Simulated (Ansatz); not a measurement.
Total energies of C10H10Cl4N2Sn (relaxed from a model of cis-Sn(py)2Cl4, whose bonding it doesn't keep) from Ansatz at PBE0-D4/def2-TZVP, gas phase (1 Eh = 27.2114 eV = 2625.5 kJ/mol). The reference geometry is relaxed at PBE-D4/def2-SVP.

```csv
state,geometry,energy (Eh)
charge 0 singlet,reference,-2550.97257
charge 1 doublet,reference,-2550.62722
free Sn atom (triplet),–,-214.25870
free N atom (quartet),–,-54.54382
free C atom (triplet),–,-37.80537
free H atom (doublet),–,-0.50104
free Cl atom (doublet),–,-459.99739
```

In the def2 sets Sn takes a core potential; there is no spin–orbit coupling. Single mean-field runs in def2-TZVP are fitted with def2-universal-jkfit.

**Question.** Work out the vertical ionisation energy to the doublet.

**Answer.** E(charge 1 doublet) − E(charge 0 singlet) = -2550.62722 − (-2550.97257) = 0.34535 Eh = 9.40 eV. For comparison, −ε of the highest occupied level is 7.85 eV at this level, 1.55 eV less.

**Question.** What is the binding energy per atom against free atoms?

**Answer.** Atoms: 1 × (-214.25870) + 2 × (-54.54382) + 10 × (-37.80537) + 10 × (-0.50104) + 4 × (-459.99739) = -2546.40000 Eh. Binding: -2546.40000 − (-2550.97257) = 4.57257 Eh = 124.43 eV, or 4.61 eV for each of 27 atoms (no zero-point energy, no counterpoise term).
